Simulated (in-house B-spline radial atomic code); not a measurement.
Configurations of the silicon ion Si⁴⁺, with energies counted from [He] 2s2 2p6. Computed with an all-electron radial atomic-structure program (B-spline basis): scalar-relativistic (X2C) Hartree-Fock, spin-polarised, averaged over the determinants with the given up and down occupations, Fermi nucleus of rms radius 3.1224 fm. Shells without spins written out take the highest spin.

Occupations are held fixed; configurations that lie above the ionisation limit could autoionise.

```json
{"configuration": "[He] 2s2 2p(2 up, 3 down) 3d(1 up, 0 down)", "E - E(ref) (eV)": "126.1", "highest orbital": "3d up", "its <r> (bohr)": "1.96"}
{"configuration": "[He] 2s1 2p6 3s1", "E - E(ref) (eV)": "155.7", "highest orbital": "3s up", "its <r> (bohr)": "1.673"}
{"configuration": "[He] 2s1 2p6 3p1", "E - E(ref) (eV)": "165.69", "highest orbital": "3p up", "its <r> (bohr)": "1.798"}
{"configuration": "[He] 2s1 2p6 3d1", "E - E(ref) (eV)": "178.34", "highest orbital": "3d up", "its <r> (bohr)": "1.931"}
```

Problem. Order these further configurations by energy, lowest first.
A. [He] 2s2 2p5 3d1
B. [He] 2s(0 up, 1 down) 2p6 3s(1 up, 0 down)
C. [He] 2s2 2p(2 up, 3 down) 3s(1 up, 0 down)
D. [He] 2s2 2p(2 up, 3 down) 3p(0 up, 1 down)
E. [He] 2s2 2p5 3s1

Solution. E (103.03 eV), C (103.54 eV), D (112.96 eV), A (125.79 eV), B (156.96 eV).
